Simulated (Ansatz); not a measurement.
Ru3Pt. Charge 0, multiplicity 1. Geometry r2SCAN-D4/def2-SVP.

```xyz
4

Pt    0.0257   -1.5151    0.0825
Ru   -1.7212    0.2366   -0.3957
Ru   -0.0165    0.9836    0.7101
Ru    1.7120    0.2950   -0.3969
```

In the def2 sets Pt, Ru take a core potential; there is no spin–orbit coupling. Another isomer (triplet) lies 1.95 eV lower at PBE0-D4/def2-TZVP; other spin states weren't run for this one.

(1) Estimate the orbital energies around the gap (eV) in Ansatz with HF/def2-TZVP, PBE-D4/def2-TZVP, revPBE-D4/def2-TZVP, r2SCAN-D4/def2-TZVP, PBE0-D4/def2-TZVP.

## Answers

(1) 
```
orbital  HF/def2-TZVP  PBE-D4/def2-TZVP  revPBE-D4/def2-TZVP  r2SCAN-D4/def2-TZVP  PBE0-D4/def2-TZVP
 HOMO−5         -7.94             -4.95                -4.85                -4.95              -5.45
 HOMO−4         -7.55             -4.41                -4.31                -4.41              -4.97
 HOMO−3         -7.48             -4.14                -4.04                -4.15              -4.95
 HOMO−2         -7.40             -4.10                -4.01                -4.14              -4.89
 HOMO−1         -6.87             -3.71                -3.62                -3.75              -4.59
   HOMO         -6.69             -3.65                -3.56                -3.72              -4.46
   LUMO          0.23             -3.54                -3.43                -3.40              -2.63
 LUMO+1          0.58             -3.39                -3.27                -3.23              -2.39
 LUMO+2          0.94             -3.31                -3.21                -3.16              -2.29
 LUMO+3          1.65             -3.30                -3.19                -3.15              -2.26
 LUMO+4          2.07             -3.05                -2.95                -2.89              -2.00
 LUMO+5          2.38             -2.64                -2.53                -2.46              -1.57
```
